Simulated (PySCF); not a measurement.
Compound: C₇H₁₁NSi.
Numbering: `[CH3:1][C@@H:2]1[CH:3]=[C:4]([C:5]#[N:6])[CH2:7][Si@@H:8]1[CH3:9]`

NICS is the negative of the GIAO shielding at a point without a nucleus: at the ring centre (0) and 1 Å above and below it (1); zz is the component along the ring normal. Level: GIAO PBE0/pcSseg-1 (PySCF, non-relativistic, gas phase) on the GFN2-xTB geometry, one conformer.

Ring bond lengths (Å), with Mayer bond orders in brackets: C2–C3 1.496 (1.02), C3–C4 1.335 (1.78), C4–C7 1.506 (1.05), C7–Si8 1.913 (0.86), Si8–C2 1.924 (0.83).

Problem. Give the NICS values of each ring in ppm.

Solution. 
```json
{"ring": "C2–C3–C4–C7–Si8", "type": "5-membered ring with Si; formal bonds 1 double, 4 single", "NICS(0)": "-2.5", "NICS(1), two faces": "-2.8 / -3.2", "NICS(1)zz, two faces": "-1.4 / -0.5", "rms pucker (Å)": "0.05", "centre to ring atoms, mean (Å)": "1.38"}
```

Problem. What do they say, and how far can they be read as aromaticity?

Solution. 
- C2–C3–C4–C7–Si8: mean NICS(1)zz -0.9 ppm, near zero. C2, C7, Si8 have four or more neighbours; no verdict on aromaticity is drawn.

On an Arm Neoverse V2 with one thread, no GPU, shared host, this took 38 s wall. This is the whole shielding run at PBE0/pcSseg-1, SCF included.
